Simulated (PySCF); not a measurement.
**Deuteron quadrupole couplings in `CCOC(OC)OC`**

Compound: C5H12O3.
Z-matrix (Å and degrees, GFN2-xTB geometry), rows numbered from 1:
```
C 
C   1  1.5187
O   2  1.4201  1  108.24
C   3  1.3796  2  114.41  1  -176.45
O   4  1.3843  3  109.64  2   -63.21
C   5  1.4124  4  114.24  3   177.19
O   4  1.3842  3  109.65  2   176.60
C   7  1.4120  4  114.21  3   -62.38
H   1  1.0864  2  110.04  3    58.58
H   1  1.0863  2  109.82  3   178.95
H   1  1.0857  2  109.80  3   -60.89
H   2  1.1015  1  110.82  3  -119.41
H   2  1.0956  1  110.89  3   120.12
H   4  1.1306  3  109.50  2    56.64
H   6  1.0872  5  105.74  4  -177.56
H   6  1.0967  5  110.55  4   -58.58
H   6  1.0918  5  111.03  4    62.99
H   8  1.0872  7  105.74  4  -177.42
H   8  1.0919  7  111.04  4    63.10
H   8  1.0967  7  110.58  4   -58.48
```

Level: PBE0/pcSseg-1 (PySCF, non-relativistic); Q(2H) = 0.00286 b; rigid geometry, the same for H and D, with no vibrational averaging.

Problem. Rank these positions by the coupling χzz of a deuteron there, largest first.
A. H17 (methyl hydrogen)
B. H13 (methylene hydrogen)
C. H14 (methine hydrogen)
D. H15 (methyl hydrogen)
E. H11 (methyl hydrogen)
F. H12 (methylene hydrogen)

Solution. E (213 kHz), D (207 kHz), A (199 kHz), B (192 kHz), F (188 kHz), C (152 kHz).

Problem. Give the electric field gradient Vzz (the principal value of largest size), its asymmetry and the 2H coupling at each hydrogen.

Solution. 
| atom | bonded to | bond length (Å) | Vzz (au) | η | χzz (kHz) |
| --- | --- | --- | --- | --- | --- |
| H9 | C1 | 1.086 | 0.3165 | 0.02 | 213 |
| H10 | C1 | 1.086 | 0.3176 | 0.03 | 213 |
| H11 | C1 | 1.086 | 0.3168 | 0.02 | 213 |
| H12 | C2 | 1.102 | 0.2801 | 0.08 | 188 |
| H13 | C2 | 1.096 | 0.2861 | 0.05 | 192 |
| H14 | C4 | 1.131 | 0.2266 | 0.00 | 152 |
| H15 | C6 | 1.087 | 0.3084 | 0.07 | 207 |
| H16 | C6 | 1.097 | 0.2908 | 0.09 | 195 |
| H17 | C6 | 1.092 | 0.2957 | 0.06 | 199 |
| H18 | C8 | 1.087 | 0.3085 | 0.07 | 207 |
| H19 | C8 | 1.092 | 0.2957 | 0.06 | 199 |
| H20 | C8 | 1.097 | 0.2907 | 0.09 | 195 |

Problem. How does χzz go with the bond length over the 12 C–H bonds?

Solution. A straight-line fit has a slope of -13.3 kHz for each 0.01 Å, with a correlation coefficient of -0.99, over lengths from 1.086 to 1.131 Å. The longer bonds have the smaller couplings here.

Geometry: GFN2-xTB, one conformer, isolated molecule. GFN2-xTB bond lengths can be off by several hundredths of an ångström, more for odd bonds, and the gradients follow them. The basis is small and wasn't made for field gradients, so the couplings can be 20 % off.
